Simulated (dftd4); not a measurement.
C₃H₇O (SMILES C[CH]OC), doublet, at a GFN2-xTB geometry; D4 for r2scan (dftd4).

The dftd4 input:
```
$ dftd4 mol.xyz --func r2scan --charge 0 --json dftd4.json --noedisp

# file mol.xyz
11

O      0.07101639    -0.66456001     0.19109071
C     -0.06692834     0.67303357    -0.09082657
C      1.35818535    -1.19034893     0.02589577
C     -1.44549983     1.21108447    -0.04695723
H      0.68863969     1.12953665    -0.71319426
H      1.29299347    -2.25508650     0.24458366
H      1.71840718    -1.04941663    -1.00022698
H      2.07110162    -0.72074430     0.71400912
H     -1.97038421     1.09659057    -1.00448575
H     -2.01653063     0.67958044     0.71033681
H     -1.42690127     2.27340509     0.19157975
```

### Question
Write the output that dftd4 gives for this input, abridged.

### Answer

```
                    ____  _____ _____     ____  _  _
      -------------|  _ \|  ___|_   _|---|  _ \| || |------------
     |             | | | | |_    | | ___ | | | | || |_           |
     |             | |_| |  _|   | ||___|| |_| |__   _|          |
     |             |____/|_|     |_|     |____/   |_|            |
     |             ===================================           |
     |            E. Caldeweyher, S. Ehlert & S. Grimme          |
     |          Mulliken Center for Theoretical Chemistry        |
     |                    University of Bonn                     |
      -----------------------------------------------------------

Rational (Becke-Johnson) damping: r2scan-D4-ATM
---------------------
  s6         1.0000
  s8         0.6019
  s9         1.0000
  a1         0.5156
  a2         5.7734
 alp        16.0000
--------------------

Dispersion energy:      -1.4034988868658E-03 Eh

[Info] JSON dump of results written to 'dftd4.json'
```
